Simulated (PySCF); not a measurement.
C9H16.
Bonds: C1–C2, C2–C3, C3–C4, C4–C5, C4–C6, C6–C7, C7–C8, C8–C9, C1–C5, C4–C9. Hydrogens: H10, H11 on C1; H12, H13 on C2; H14, H15 on C3; H16, H17 on C5; H18, H19 on C6; H20, H21 on C7; H22, H23 on C8; H24, H25 on C9.

The geometry is computed with GFN2-xTB (gas phase).

(1) List the bond lengths, angles and torsions at this level.

## Answers

(1) 
```json
{"bond": "C1–C2", "length (bohr)": "2.910", "order": "single"}
{"bond": "C2–C3", "length (bohr)": "2.902", "order": "single"}
{"bond": "C3–C4, C4–C5, C4–C9", "length (bohr)": "2.902", "order": "single"}
{"bond": "C4–C6", "length (bohr)": "2.918", "order": "single"}
{"bond": "C7–C8", "length (bohr)": "2.882", "order": "single"}
{"bond": "C1–C5, C6–C7, C8–C9", "length (bohr)": "2.889", "order": "single"}
{"bond": "C1–H10 and 7 like bonds", "length (bohr)": "2.060", "order": "single"}
{"bond": "C3–H14 and 7 like bonds", "length (bohr)": "2.060", "order": "single"}
```

Bonds in one row agree within 0.02 bohr and their mean is given. Orders are formal, as drawn. A selection of angles:
```json
{"angle": "C2–C1–C5", "degrees": "105.2"}
{"angle": "C2–C1–H10", "degrees": "112.0"}
{"angle": "C2–C1–H11", "degrees": "110.3"}
{"angle": "C5–C1–H10", "degrees": "111.8"}
{"angle": "C5–C1–H11", "degrees": "109.9"}
{"angle": "H10–C1–H11", "degrees": "107.7"}
{"angle": "C2–C3–C4", "degrees": "105.4"}
{"angle": "C2–C3–H14", "degrees": "112.2"}
{"angle": "C2–C3–H15", "degrees": "109.8"}
{"angle": "C4–C3–H14", "degrees": "112.1"}
{"angle": "C4–C3–H15", "degrees": "109.2"}
{"angle": "H14–C3–H15", "degrees": "108.0"}
{"angle": "C3–C4–C5", "degrees": "101.3"}
{"angle": "C3–C4–C6", "degrees": "113.4"}
{"angle": "C3–C4–C9", "degrees": "111.0"}
{"angle": "C6–C4–C9", "degrees": "104.8"}
{"angle": "C4–C5–H16", "degrees": "112.7"}
{"angle": "C1–C5–C4", "degrees": "104.2"}
{"angle": "C4–C6–C7", "degrees": "106.7"}
{"angle": "C6–C7–C8", "degrees": "103.9"}
{"angle": "C8–C7–H21", "degrees": "112.8"}
{"angle": "C7–C8–C9", "degrees": "102.5"}
{"angle": "C9–C8–H23", "degrees": "112.8"}
{"angle": "C8–C9–H25", "degrees": "112.6"}
```

Torsions: C5–C1–C2–C3 8° (synperiplanar); C1–C2–C3–C4 19° (synperiplanar); C2–C3–C4–C5 -37° (synclinal); C3–C4–C5–C1 42° (synclinal); C3–C4–C6–C7 -121° (anticlinal); C4–C6–C7–C8 24° (synperiplanar); C6–C7–C8–C9 -40° (synclinal); C7–C8–C9–C4 41° (synclinal); C2–C1–C5–C4 -31° (synclinal); C3–C4–C9–C8 97° (anticlinal). The mirror-image conformer, all signs reversed, is as good.

The 5-membered ring C4–C6–C7–C8–C9 has internal angles of 102.5° to 106.7° (sum 522°, against 540° for a flat polygon); it is puckered, 0.18 Å rms from its mean plane, widest ring torsion 41°. Of the pairs four or more bonds apart, H15···H19 is among the closest relative to their van der Waals radii: 2.33 Å, 97 % of the sum of Bondi's values. The 5-membered ring C1–C2–C3–C4–C5 has internal angles of 101.3° to 105.9°; it is puckered, 0.18 Å rms from its mean plane, widest ring torsion 42°.

Point group: C1 (no symmetry element, even within 0.4 Å). Stationary, but not proved a minimum. The numbers are those of one conformer.
